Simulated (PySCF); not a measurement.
2-hydroxyethyl prop-2-enoate (C₅H₈O₃), SMILES OCCOC(=O)C=C. Atoms are numbered in the order given.

```xyz
16

C      3.3514     0.5664     0.2181
C      2.2170     0.7026    -0.4705
C      1.0088    -0.0631    -0.0829
O      0.9376    -0.8409     0.8346
O     -0.0172     0.2212    -0.9013
C     -1.2426    -0.4513    -0.6498
C     -2.0606     0.2563     0.4213
O     -3.3034    -0.3598     0.6013
H      4.2551     1.1189    -0.0487
H      3.3886    -0.1146     1.0736
H      2.1265     1.3688    -1.3320
H     -1.7827    -0.4479    -1.6093
H     -1.0521    -1.4908    -0.3449
H     -1.5240     0.1912     1.3794
H     -2.1457     1.3301     0.1619
H     -3.8456    -0.1843    -0.1744
```
Charge 0, spin multiplicity 1.

The structure is a stationary point at PBE0-D3(BJ)/def2-SVP. The values are those of a single conformer.

Two levels are set side by side: PBE/pcSseg-1 (PySCF) and B3LYP/pcSseg-1 (PySCF). GIAO shifts against H2O (¹⁷O), TMS (¹H), TMS (¹³C) at the same level; non-relativistic, no solvent, atoms listed together averaged. Differences are taken from unrounded values.

```tsv
quantity	PBE
δ(¹³C) of C1 (ppm)	140.6
δ(¹³C) of C2 (ppm)	136.9
δ(¹³C) of C3 (ppm)	168.0
δ(¹⁷O) of O4 (ppm)	394.4
δ(¹⁷O) of O5 (ppm)	224.6
δ(¹³C) of C6 (ppm)	69.7
δ(¹³C) of C7 (ppm)	66.1
δ(¹⁷O) of O8 (ppm)	31.9
δ(¹H) of H11 (ppm)	6.42
δ(¹H) of H16 (ppm)	-0.22
```

**Question.** These are the PBE values. What does B3LYP give? (The exact figures need the calculation; the answer reports its results.)

**Answer.** 
```json
[
 {"quantity": "δ(¹³C) of C1 (ppm)", "B3LYP": "143.7", "PBE minus B3LYP": "-3.1"},
 {"quantity": "δ(¹³C) of C2 (ppm)", "B3LYP": "138.2", "PBE minus B3LYP": "-1.2"},
 {"quantity": "δ(¹³C) of C3 (ppm)", "B3LYP": "172.5", "PBE minus B3LYP": "-4.5"},
 {"quantity": "δ(¹⁷O) of O4 (ppm)", "B3LYP": "400.9", "PBE minus B3LYP": "-6.5"},
 {"quantity": "δ(¹⁷O) of O5 (ppm)", "B3LYP": "211.7", "PBE minus B3LYP": "12.9"},
 {"quantity": "δ(¹³C) of C6 (ppm)", "B3LYP": "69.4", "PBE minus B3LYP": "0.4"},
 {"quantity": "δ(¹³C) of C7 (ppm)", "B3LYP": "65.3", "PBE minus B3LYP": "0.9"},
 {"quantity": "δ(¹⁷O) of O8 (ppm)", "B3LYP": "27.4", "PBE minus B3LYP": "4.5"},
 {"quantity": "δ(¹H) of H11 (ppm)", "B3LYP": "6.35", "PBE minus B3LYP": "0.07"},
 {"quantity": "δ(¹H) of H16 (ppm)", "B3LYP": "-0.03", "PBE minus B3LYP": "-0.19"}
]
```

Rough cost on one machine, each run with all the roots and properties that it gave: B3LYP against PBE within a factor of 2.
